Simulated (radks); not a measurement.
Problem. The mean radii <r> (bohr) of the occupied orbitals of an atom or ion are listed with their occupations. Calculated with a radial shooting solver on a logarithmic mesh with Libxc functionals: non-relativistic Kohn-Sham, r2SCAN, spin-polarised, spherical densities, point nucleus; meta-GGA in the generalised Kohn-Sham scheme.

| orbital | occ. | <r> |
|---|---|---|
| 1s up | 1 | 0.4170 |
| 1s down | 1 | 0.4183 |
| 2s up | 1 | 2.261 |

Name the element and its charge. Open shells, if any, are filled with parallel spins first.

Solution. Z = 4, beryllium, charge +1: Be+ in [He] 2s1. The 1s radius gives Z: for a bare nucleus <r> = 1.5/Z, 0.375 bohr for Z = 4, and screening makes it slightly larger (0.4170 here). The occupations add up to 3, and the charge is Z minus that.
